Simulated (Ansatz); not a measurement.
Basis-set extrapolation for C2H7NOSi (`NCC1O[SiH2]1`) (PBE0-D4/def2-TZVP geometry, frozen core, the Gaussian-basis code of Ansatz). Multiplicity 1, RHF reference.

|  | def2-TZVPP | def2-QZVPP |
| --- | --- | --- |
| HF | -498.120100 | -498.139524 |
| MP2 correlation | -0.911376 | -0.976250 |
| CCSD(T) correlation | -0.987990 | not run |

Energies in hartree. Use E(X) = E(∞) + A·exp(−7.88·√X) for Hartree–Fock and E(X) = E(∞) + B·X^(−2.97) for correlation, with X = 3 and 4, and add CCSD(T) minus MP2 of the smaller set to the MP2 limit.

Question: What is the CCSD(T) energy at the basis-set limit?

Answer: HF limit: -498.139524 + (-0.019424) × 0.13774 = -498.14220. MP2 limit: -0.976250 + (-0.064874) × 0.74074 = -1.02430. Higher-order term: -0.987990 − (-0.911376) = -0.07661. Total: -499.24311 hartree, 84.7 kcal/mol below CCSD(T)/def2-TZVPP.
